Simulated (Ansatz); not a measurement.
Question: Name a neutral molecule of C, F, O, Si and H with HOMO energy (PBE/def2-TZVPP) between -7.55 and -7.25 eV and HOMO–LUMO gap (PBE/def2-TZVPP) between 6.50 and 6.80 eV (Ansatz, PBE0-D4/def2-TZVP geometry).

Answer: `O[Si@H](F)C[Si@H](O)F` (-7.45 eV, 6.78 eV); `O[SiH](O)C[SiH](F)F` (-7.32 eV, 6.76 eV). Other molecules can fit too; these were computed, each in one conformer that needn't be the lowest.
